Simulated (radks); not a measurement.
Results of a calculation; reference values are marked as such.
Problem. The mean radii <r> (bohr) of the occupied orbitals of an atom or ion are listed with their occupations. Code: a radial shooting solver on a logarithmic mesh with Libxc functionals. Model: scalar-relativistic Kohn-Sham, PBEsol, spin-polarised, spherical densities, finite nucleus; Fermi nuclear charge, rms radius of each element as measured or else 0.836 A^(1/3) + 0.57 fm.

orbital  occ.      <r>
1s          2  0.05034
2s          2   0.2264
2p          6   0.1984
3s          2   0.6815
3p          6   0.7137
3d         10   0.9119
4s          2    2.642

Name the element and its charge. Open shells, if any, are filled with parallel spins first.

Solution. Z = 30, zinc, charge 0: Zn in [Ar] 3d10 4s2. The 1s radius gives Z: for a bare nucleus <r> = (2 gamma + 1)/(2Z) with gamma = sqrt(1 - (Z/c)^2), 0.04919 bohr for Z = 30, and screening makes it slightly larger (0.05034 here). The occupations add up to 30, and the charge is Z minus that.
